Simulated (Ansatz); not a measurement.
C2H5BO can be A, `CBC=O`, or B, `B/C=C/O`.

Computed with Ansatz on PBE0-D4/def2-TZVP structures; ΔE is electronic, products minus reactants. CCSD(T)/CBS adds triple-zeta CCSD(T) − MP2 to the extrapolated MP2 energy (def2 sets, frozen cores). This one scheme is used for every species. Functionals use def2-TZVPP. B3LYP here is the variant with VWN-RPA as its local correlation; programs differ in this. One conformer a species, not always the lowest.

Which is lower in electronic energy at CCSD(T)/CBS, and by how much? (Estimate.)

Ansatz gave: B, by 4.6 kJ/mol.

Give E(B) − E(A) in kJ/mol with CCSD/def2-TZVPP, ωB97M-V, B3LYP, MP2/def2-TZVPP, B2PLYP, PBE0-D4, HF/def2-TZVPP. (An estimate is asked.)

The calculation gave: CCSD/def2-TZVPP -0.8, ωB97M-V -4.9, B3LYP -4.7, MP2/def2-TZVPP -7.0, B2PLYP -4.3, PBE0-D4 -8.6, HF/def2-TZVPP -0.7. None reverses the order clearly.

Largest T1 diagnostic: 0.016.
